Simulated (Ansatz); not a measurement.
Ansatz (an electronic-structure program) input:

Ansatz 0.2 input:
```yaml
crystal:
  periodic: [false, false, false]
  atoms:
    - {symbol: La, position_ang: [0.61852483, 0.42643474, 0.44592255]}
    - {symbol: Br, position_ang: [-0.67297608, 1.31558469, -1.71840510]}
    - {symbol: Br, position_ang: [-0.33433579, -2.01006412, 0.99218838]}
basis:
  gaussian:
    orbitals: def2-SVPD
total_charge: 1
magnetization: {spin_polarized: false}
correlation: {method: ccsd_t, electrons: outside_noble_gas}
```

Task: Which total energy does the run end on?

Result: -5175.63061 Eh (CCSD(T)/def2-SVPD). The basis has 117 functions.

The spin state was set by rule; other spins were not relaxed.
